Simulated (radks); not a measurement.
Values are calculated unless marked as measured or tabulated.
All-electron atom: Mn5+ in [Ar] 3d2. Level of theory: Dirac Kohn-Sham, PBEsol, spin-unpolarised, spherical densities, finite nucleus; open shells are shared between the two j in proportion to 2j + 1; Fermi nuclear charge, rms radius 3.7057 fm (a radial shooting solver on a logarithmic mesh with Libxc functionals).

Normalised radial functions P(r) = r R(r) (large component), r in bohr:

```
   r/bohr * 3s1/2 (the largest magnitude, 1.24, reaches the edge; | marks zero)
 0.005138                             |  *
 0.005793                             |  *
 0.006531                             |   *
 0.007306                             |   *
 0.008237                             |   *
 0.009213                             |    *
  0.01039                             |    *
  0.01171                             |     *
   0.0131                             |     *
  0.01477                             |     *
  0.01665                             |      *
  0.01863                             |      *
    0.021                             |       *
  0.02368                             |       *
  0.02649                             |       *
  0.02986                             |       *
  0.03367                             |       *
  0.03766                             |       *
  0.04246                             |      *
  0.04788                             |      *
  0.05355                             |     *
  0.06038                             |   *
  0.06808                             |  *
  0.07614                             |*
  0.08585                            *|
  0.09603                         *   |
   0.1083                       *     |
   0.1221                    *        |
   0.1365                  *          |
    0.154                *            |
   0.1736               *             |
   0.1942              *              |
   0.2189               *             |
   0.2468                 *           |
   0.2761                    *        |
   0.3113                         *   |
   0.3509                             |*
   0.3925                             |      *
   0.4426                             |            *
    0.499                             |                 *
   0.5582                             |                      *
   0.6293                             |                         *
   0.7096                             |                          *
   0.7936                             |                          *
   0.8948                             |                       *
    1.001                             |                    *
    1.128                             |                *
    1.272                             |            *
    1.423                             |        *
    1.605                             |     *
    1.809                             |   *
    2.024                             | *
    2.282                             |*
    2.572                             *
    2.877                             *
    3.244                             *
```

3s1/2: eigenvalue -164.94 eV, 2 radial nodes at r = 0.0795, 0.343 bohr, <r> = 0.821 bohr, 90 % of the charge inside 1.22 bohr.
